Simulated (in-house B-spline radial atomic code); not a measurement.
Configurations of S²⁺, with energies counted from [Ne] 3s2 3p2. Method: non-relativistic wB97X, spin-polarised, spherical fractional occupations, exact exchange averaged over the configuration, point nucleus. Calculated with a B-spline radial code for spherical atoms. Shells without spins written out take the highest spin.

Occupations are held fixed; configurations that lie above the ionisation limit could autoionise.

```tsv
configuration	E - E(ref) (eV)	highest orbital	its <r> (bohr)
[Ne] 3s2 3p1 4f1	27.087	4f up	5.905
[Ne] 3s1 3p2 4d1	33.3	4d up	5.422
[He] 2s2 2p5 3s2 3p2 4s1	183.76	4s up	3.626
[He] 2s2 2p5 3s2 3p2 4f1	193.17	4f up	5.901
```

(1) Order these further configurations by energy, lowest first.
A. [Ne] 3s2 3p1 4d1
B. [He] 2s2 2p5 3s2 3p2 3d1
C. [Ne] 3s2 3p1 3d1
D. [Ne] 3s2 3p1 4s1

Results:

(1) C (15.75 eV), D (18.396 eV), A (25.179 eV), B (179.26 eV).
